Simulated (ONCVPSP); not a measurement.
# Si: one change to an ONCV potential, before and after

- Element: Si (Z = 14)
- Generator: ONCVPSP 4.0.1
- Type: optimised norm-conserving Vanderbilt (ONCV)
- Functional: PBE
- Relativity: scalar-relativistic
- Frozen core: [Ne]
- Valence charge: 4
- Reference configuration: 3s2 3p1 (charge +1)
- Partial waves: 3s: rc 1.80 bohr, ncon 3, nbas 6, qcut 4 1/bohr, 3 projectors, debl 0.6 Ha; 3p: rc 2.05 bohr, ncon 3, nbas 6, qcut 4.3 1/bohr, 2 projectors, debl 2.3 Ha; d scattering state at 0.05 Ha: rc 1.65 bohr, ncon 4, nbas 9, qcut 6.5 1/bohr, 1 projector
- Local potential: polynomial inside 1.25 bohr (lpopt 3, dvloc0 0 Ha)
- Core correction: polynomial model core, fcfact 0.35

In the s channel the program set the typed energies aside and used -0.700, 0.250, 0.850 Ha.

Change: s: rc 1.52.

Cutoffs: the cutoffs (Ha) at which the residual kinetic energy of the hardest occupied pseudo-wave falls to 1 and 0.1 mHa per electron; they do not see the model core or the augmentation charge, which bear on the density cutoff. Errors are all-electron minus pseudo energies relative to the spin-unpolarised reference configuration.

Question: What does the change do?

Answer: The potential gets neither clearly harder nor softer (7.2 Ha and 20 Ha → 7.7 Ha and 18 Ha); a bound ghost appears in s, which as a rule spoils a file; of the 4 tests that both files solve, the error grows in 1 and shrinks in 1 by more than 15 % and 0.3 meV (median size 3.1 → 2.6 meV).

```csv
quantity,base,changed
"cutoff, loose",7.2 Ha,7.7 Ha
"cutoff, tight",20 Ha,18 Ha
loose cutoff by channel,"s 7.2 Ha, p 3.4 Ha","s 7.7 Ha, p 3.4 Ha"
bound ghosts,none,s
GHOST(+) flags under 300 eV,s at 135.1 eV,none
"error for 3s2 3p2, meV [ΔE -7.74 eV]",+1.3,+1.2
"error for 3s2 3p0, meV [ΔE 15.99 eV]",+4.3,+3.9
"error for 3s1 3p0, meV [ΔE 49.96 eV]",+33,+42
"error for 3s1 3p2, meV [ΔE 7.43 eV]",-1.9,+0.4
p: phases at 2.08 bohr within 0.05 rad from the reference energy up to (Ha; the scan ends near 5),2.9,2.9
d: phases at 1.67 bohr within 0.05 rad from the reference energy up to (Ha; the scan ends near 5),3.5,3.5
"rms error of d²Exc/dni dnj with the model core, mHa",0.69,0.91
```

 A true bound ghost makes a file unfit for plane-wave use even where its test errors are small: the radial tests pick states by their node count and pass the ghost by.
